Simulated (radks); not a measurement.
Values are calculated unless marked as measured or tabulated.
Trend from Ni4+ to Pt4+: ionisation energy by Delta-SCF between NIST ground configurations, and size. Level of theory: Dirac Kohn-Sham, BLYP, spin-unpolarised, spherical densities, finite nucleus; open shells are shared between the two j in proportion to 2j + 1; Fermi nuclear charge, rms radius of each element as measured or else 0.836 A^(1/3) + 0.57 fm (a radial shooting solver on a logarithmic mesh with Libxc functionals).

species	configuration	configuration of the ion	IE (eV)	NIST (eV)	kind	-e(HOMO) (eV)	outermost	<r> outermost (bohr)
Ni4+	[Ar] 3d6	[Ar] 3d5	80.113	76.1	semi-emp.	68.306 (3d5/2)	3d5/2	0.843
Pd4+	[Kr] 4d6	[Kr] 4d5	65.378	61	theory	56.850 (4d5/2)	4d5/2	1.26
Pt4+	[Xe] 4f14 5d6	[Xe] 4f14 5d5	59.907	56	theory	51.840 (5d5/2)	5d5/2	1.45

Reference values: NIST Atomic Spectra Database (exp. = measured, semi-emp. = semi-empirical, theory = theoretical value adopted there). Spin polarisation and multiplet splitting are left out, so open shells lie too high by an amount that depends on their filling. Sharing an open shell by 2j + 1 raises it above the true ground level by a part of the spin-orbit splitting, which enters the differences from NIST.

Beside tabulated values, note that spin-unpolarised runs miss the spin-polarisation part of the exchange energy of open shells.
